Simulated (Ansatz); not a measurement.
Total energies of C2H8AlGa, SMILES `[CH3][AlH][CH2][GaH2]`.

```xyz
12

C     1.046    1.854   -0.575
Al    0.748   -0.059   -0.824
C    -0.934   -0.894   -0.317
Ga   -1.083   -1.435    1.553
H     1.927    2.030    0.052
H     1.251    2.346   -1.531
H     0.197    2.364   -0.111
H     1.908   -0.970   -1.426
H    -1.075   -1.784   -0.939
H    -1.730   -0.164   -0.506
H    -1.594   -0.405    2.627
H    -0.660   -2.883    1.997
```

Total charge 0; spin multiplicity 1. Correlated methods include outer-core shells of Ga, which these sets cover unevenly. Scalar relativity is left out up to krypton. The structure was optimised at the PBE0-D4/def2-TZVP level. It is one conformer, not always the lowest. Basis def2-TZVPP, Ansatz.

RPA on PBE orbitals: Hartree–Fock energy of these orbitals -2245.52413 Eh, correlation -1.15683 Eh (frozen core).

```
             functional  energy without D4 (Eh)  D4 term (kJ/mol)
            LDA (SPW92)             -2243.45535                 –
                    PBE             -2247.77795             -22.5
                 revPBE             -2248.11380             -61.1
                   BLYP             -2248.34942             -47.9
                 r2SCAN             -2248.24389              -5.6
                 B97M-V             -2247.91851                 –
                   PBE0             -2247.86122             -19.3
                  B3LYP             -2248.41959             -36.3
                r2SCANh             -2248.22873              -6.1
                r2SCAN0             -2248.20740              -6.7
HSE06 (plane-wave form)             -2247.84882             -18.2
                  BHLYP             -2248.25610             -30.6
              CAM-B3LYP             -2248.40794             -19.9
                LC-ωPBE             -2247.95585                 –
                ωB97X-V             -2248.09564                 –
                ωB97M-V             -2248.15280                 –
                 B2PLYP             -2247.76953                 –
               PBE-QIDH             -2247.42670                 –
```

B3LYP takes the VWN-RPA correlation (the form of Gaussian; ORCA's B3LYP/G). HSE06 is the plane-wave form, built on full-range PBE exchange. The double hybrids freeze the cores in their second-order part.

LC-ωPBE has ω = 0.4 bohr⁻¹.
